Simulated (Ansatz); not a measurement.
Ansatz (a quantum-chemistry and plane-wave program) input (PBE0/6-31G*):

Ansatz 0.2 input:
```yaml
crystal:
  periodic: [false, false, false]
  atoms:
    - {symbol: C, position_ang: [-1.41341995, -0.29067243, -0.02977308]}
    - {symbol: B, position_ang: [0.14279005, 0.07194381, -0.01051291]}
    - {symbol: O, position_ang: [0.40270878, 1.32785829, -0.38687469]}
    - {symbol: O, position_ang: [1.13354722, -0.79724266, 0.35106394]}
    - {symbol: H, position_ang: [-1.71290230, -0.59482219, 0.97696763]}
    - {symbol: H, position_ang: [-2.05064057, 0.53215441, -0.34609420]}
    - {symbol: H, position_ang: [-1.56701504, -1.13119739, -0.71215856]}
    - {symbol: H, position_ang: [0.80707939, -1.66674429, 0.59897414]}
basis:
  gaussian:
    orbitals: 6-31G*
hamiltonian:
  xc: {name: PBE0}
magnetization: {spin_polarized: true, initial_magnetization: 1}
```

End of the output:

```
integrals: 0.02 GiB planned
660 factors; integrals over basis functions are off by at most 1.3e-3 eV
0.14 GiB of the device are held for the grids
0.31 GiB of device memory are held for the factors and their scratch space
mean field: 0.18 GiB planned
mean field evaluation 1: about -5861.2365 eV, gradient 3.7e1 eV
mean field evaluation 2: about -5859.1488 eV, gradient 4.6e1 eV
mean field evaluation 4: about -5866.6441 eV, gradient 2.1e0 eV
mean field evaluation 8: about -5866.6781 eV, gradient 1.4e-1 eV
mean field evaluation 16: about -5866.6785 eV, gradient 1.4e-4 eV
mean field -5866.67854274 eV, -215.5964598681 hartree, gradient 5.8e-5 eV, S^2 0.754055; 1 other end points of the search recorded, 0 dependent functions left out
reference -5866.67855629 eV, -215.5964603661 hartree; 16, 15 occupied and 52, 53 virtual orbitals, 660 factors
Total energy: -5866.67855629 eV, -215.5964603661 hartree
```

It need not be the lowest isomer of its formula.
